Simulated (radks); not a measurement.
Values are calculated unless marked as measured or tabulated.
Excited configurations of Xe IV: one electron is placed in a higher orbital outside [Kr] 4d10 5s2 5p2. The ground configuration is [Kr] 4d10 5s2 5p3. Code: a radial shooting solver on a logarithmic mesh with Libxc functionals. Model: scalar-relativistic Kohn-Sham, BLYP, spin-polarised, spherical densities, finite nucleus; open shells are filled with parallel spins first (spin-orbit coupling, left out, can overturn this in heavy ions); Fermi nuclear charge, rms radius 4.7859 fm. Excitation = E - E(ground); binding = E(ion) - E, where the ion is the core of charge +4; n* = 4/sqrt(2 binding) in atomic units, and the quantum defect is n - n*.

| outer orbital | excitation (eV) | binding (eV) | n* | eigenvalue (eV) |
|---|---|---|---|---|
| 4f | 21.913 | 21.172 | 3.207 | -15.789 |
| 5d | 17.115 | 25.969 | 2.895 | -21.941 |
| 5f | 30.469 | 12.615 | 4.154 | -10.655 |
| 6s | 19.775 | 23.309 | 3.056 | -20.574 |
| 6p | 23.842 | 19.242 | 3.364 | -16.935 |
| 6d | 29.235 | 13.849 | 3.965 | -12.213 |
| 6f | 34.466 | 8.618 | 5.026 | -7.459 |
| 7s | 29.624 | 13.460 | 4.022 | -12.020 |
| 7p | 31.403 | 11.682 | 4.317 | -10.371 |
| 7d | 34.067 | 9.017 | 4.913 | -7.961 |
| 7f | 36.878 | 6.206 | 5.922 | -5.460 |

The Delta-SCF ionisation energy is 43.084 eV (NIST Atomic Spectra Database: 42.2 eV, measured). Self-interaction in the functional shifts the binding energies and quantum defects, so they are the method's values and not measured ones. Open shells are spherical and high-spin; term and fine-structure splittings are not resolved. Spin-orbit splitting is averaged out at the scalar-relativistic level.
